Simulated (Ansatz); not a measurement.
Program: Ansatz. Geometries: PBE0-D4/def2-TZVP. ΔE: electronic, gas phase. CBS: MP2 limit from def2 TZ/QZ plus the TZ coupled-cluster correction, frozen cores. This one scheme is used for every species. DFT in def2-TZVPP. B3LYP here is the variant with VWN-RPA as its local correlation; programs differ in this. Each species was taken in one conformer, which may not be the lowest.

Reaction (silylene formation by 1,1-elimination): `F[SiH](Cl)C[SiH3]` → `F[Si]Cl` + `C[SiH3]`

Q: Is it downhill or uphill in electronic energy at CCSD(T)/CBS, and by how much? (Estimate.)

A: Computed: Uphill: ΔE = +163.1 kJ/mol.

Q: What do these levels give: PBE-D4, ωB97X-V, ωB97M-V, B2PLYP, PBE, B3LYP, HF/def2-TZVPP, SCS-MP2/def2-TZVPP, CCSD(T)/def2-TZVPP, HF/def2-QZVPP, SCS-MP2/def2-QZVPP, MP2/CBS(def2)? (An estimate is asked.)

A: Ansatz gave: PBE-D4 147.9, ωB97X-V 169.1, ωB97M-V 150.6, B2PLYP 147.2, PBE 136.8, B3LYP 129.6, HF/def2-TZVPP 154.3, SCS-MP2/def2-TZVPP 164.2, CCSD(T)/def2-TZVPP 158.6, HF/def2-QZVPP 154.0, SCS-MP2/def2-QZVPP 167.2, MP2/CBS(def2) 178.7 kJ/mol.

Largest T1 diagnostic among the species: 0.014.

From PBE to PBE0 (25 % exact exchange), in def2-TZVPP and without D4, ΔE moves by +20.4 kJ/mol. In def2-TZVPP, CCSD(T) changes the Hartree–Fock value by +4.2 kJ/mol (the triples alone add +0.7 kJ/mol) and MP2 by +19.8 kJ/mol.
